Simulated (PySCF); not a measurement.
Si(Cl)3(SMe) (CH3Cl3SSi), SMILES CS[Si](Cl)(Cl)Cl.

Coordinates come from a B3LYP-D3(BJ)/def2-SVP optimisation. The structure was generated by enumeration, and PubChem lists no compound with its InChIKey, so it may never have been made. The values are those of a single conformer.

Method: B3LYP-D3(BJ)/def2-SVP (PySCF 2.14.0).

Frequencies are harmonic and unscaled.

Computed vibrational spectrum:
```csv
mode,ν (cm⁻¹),IR (km/mol),Raman (Å⁴/amu),depolarisation,moving atoms (share of kinetic energy)
1,60,1.2,1.8,0.75,"C 46 %, Cl 25 %, H 21 %"
2,114,1.2,1.2,0.66,"Cl 56 %, C 26 %, H 11 %"
3,134,0.1,0.9,0.75,"H 78 %, Cl 16 %"
4,147,0.0,1.1,0.75,"Cl 58 %, S 22 %, H 19 %"
5,168,4.1,3.1,0.68,"Cl 65 %, C 18 %"
6,205,7.5,3.6,0.73,"Cl 61 %, S 22 %, Si 14 %"
7,208,6.0,3.6,0.75,"Cl 61 %, S 21 %, Si 15 %"
8,261,2.2,4.2,0.56,"Cl 38 %, S 23 %, C 17 %, Si 13 %, H 9 %"
9,399,1.3,17.1,0.01,"Cl 70 %, S 29 %"
10,589,162.1,1.5,0.75,"Si 66 %, Cl 33 %"
11,602,171.0,1.0,0.71,"Si 66 %, S 21 %, Cl 11 %"
12,618,160.5,2.2,0.70,"Si 68 %, Cl 30 %"
13,691,4.1,12.8,0.27,"C 59 %, S 31 %, H 9 %"
14,969,3.6,3.7,0.75,"H 84 %, C 14 %"
15,979,6.4,4.5,0.71,"H 81 %, C 16 %"
16,1332,3.0,2.6,0.73,"H 87 %, C 13 %"
17,1447,9.0,17.8,0.75,H 96 %
18,1460,12.8,9.7,0.73,H 95 %
19,3054,13.4,129.9,0.02,H 98 %
20,3165,1.5,39.9,0.75,"H 90 %, C 10 %"
21,3169,0.6,100.9,0.64,"H 90 %, C 10 %"
```
